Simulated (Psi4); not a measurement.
Pair of molecules, SMILES O with SMILES C=O (the first has 3 atoms); geometry from B3LYP-D3(BJ)/def2-TZVP, rigid monomers moved along the line of their centres of mass till H2···O5 is 2.28 Å.
(charge 0, multiplicity 1):
```xyz
7

O      0.2747    -0.1146     0.5396
H     -0.4627    -0.4410     1.0783
H     -0.0426    -0.1115    -0.3678
C     -0.4484    -0.3786     3.8625
O     -1.3273    -0.8027     3.1571
H      0.4718     0.0589     3.4399
H     -0.5309    -0.4117     4.9636
```

Computed with SAPT0/jun-cc-pV(D+d)Z (Psi4 1.11).

Which attractive term is largest, and how does the interaction split up?

electrostatics -5.43, exchange 2.30, induction -0.87, dispersion -0.94, total -4.94 kcal/mol; the largest attraction is electrostatics.
